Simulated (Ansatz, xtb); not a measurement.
## A geometry optimisation of C2H2FZn with r2SCAN-D4/def2-SVP

The starting geometry of this gas-phase doublet was built from a drawn formula by distance geometry; its bonds are those of `[H]/[C]=[C](\F)[ZnH]`.

| atom | x (Å) | y (Å) | z (Å) |
| --- | --- | --- | --- |
| C | -1.2046 | 1.6401 | 1.1148 |
| C | -1.0202 | 1.2889 | -0.1924 |
| F | -1.0664 | 2.2971 | -1.1532 |
| Zn | -0.6723 | -0.5821 | -0.6807 |
| H | -1.3820 | 2.6062 | 1.4595 |
| H | 0.1862 | -1.7970 | -0.3875 |

**Question.** Where would you expect an optimisation with r2SCAN-D4/def2-SVP to take it?

**Answer.** It keeps its bonds, and is `[H]/[C]=[C](\F)[ZnH]`.

The energy falls by 0.57 eV over 13 steps:

| step | E − E(last) (eV) |
| --- | --- |
| 1 | 0.569 |
| 2 | 0.194 |
| 4 | 0.051 |
| 5 | 0.015 |
| 6 | 0.006 |
| 8 | 0.003 |
| 9 | 0.002 |
| 10 | 0.001 |
| 12 | 0.000 |
| 13 | 0.000 |

Final geometry (Å):

```yaml
atoms:
  - { symbol: C, position_ang: [-1.1680, 1.7027, 0.9374] }
  - { symbol: C, position_ang: [-0.9788, 1.4183, -0.3258] }
  - { symbol: F, position_ang: [-1.1428, 2.2816, -1.3645] }
  - { symbol: Zn, position_ang: [-0.4293, -0.4342, -0.4385] }
  - { symbol: H, position_ang: [-1.4344, 2.3849, 1.7408] }
  - { symbol: H, position_ang: [-0.0060, -1.9000, -0.3888] }
```

From the same start GFN2-xTB ends elsewhere, differing in C1–Zn4 (1.97 against 2.65 Å here).

The end wasn't checked by frequencies. Open shells are spin-unrestricted. Run with Ansatz 0.2.0, 62 s on 1 thread of Intel(R) Xeon(R) 6975P-C (Granite Rapids), with other jobs on the host.
